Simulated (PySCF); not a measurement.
B(F)2(iPr), SMILES CC(C)B(F)F (C3H7BF2) at its PBE0/def2-SVP optimised geometry (Å):

```
13

B      0.7479     1.1386     0.0000
F      2.0713     1.1386     0.0000
F      0.1710     2.3298     0.0000
C     -0.0876    -0.1868    -0.0450
C     -1.4600    -0.0396     0.6135
C      0.6918    -1.3992     0.4631
H     -0.2559    -0.3284    -1.1348
H     -2.0713    -0.9438     0.4649
H     -1.3650     0.1149     1.7008
H     -2.0185     0.8165     0.2072
H      1.6573    -1.5097    -0.0523
H      0.1212    -2.3298     0.3154
H      0.9033    -1.3131     1.5414
```

Method: PySCF with PBE0/def2-TZVP. Cells within 0.4 Å of a nucleus heavier than hydrogen are left out (blank, or x).

Map of the log10 of the electron density (e/bohr³), floored at −4 on the plane z = 0.6 Å:

```
|0000000000000000000000000000000|
|0000000000000000000000000000000|
|0000000000000122221100000000000|
|0000000000002334443210000000000|
|0000000000023456654321000000000|
|0000000000134567776432110000000|
|0000000001235689987543322100000|
|0000000112245789997654443210000|
|0000012233345789987666655421000|
|0000123444445678887777776532000|
|0000234566555567877788987542000|
|0001345677765567777889997642100|
|0001346788877677887789997642000|
|0002356899988778887778886532000|
|0002356799x99888887666765431000|
|000235679xxx9988887655554320000|
|0002356899xx9988887655443210000|
|0002357899998888988765542100000|
|0002357899887788999876543200000|
|00023568887766789xx987653200000|
|00013456776556789xx987653210000|
|0000234555545678999987653200000|
|0000123344345689998876543100000|
|0000011222234678987665432100000|
|0000000011234567776544321000000|
|0000000000123456665432210000000|
|0000000000012344443321000000000|
|0000000000001223332110000000000|
|0000000000000011111000000000000|
|0000000000000000000000000000000|
|0000000000000000000000000000000|
```
Scale: ten equal steps from -4.00 (start of '0') to -0.531 (end of '9'), in the order '0123456789'; x runs from -4.50 to 4.50, y from -4.50 (bottom) to 4.50 (top).
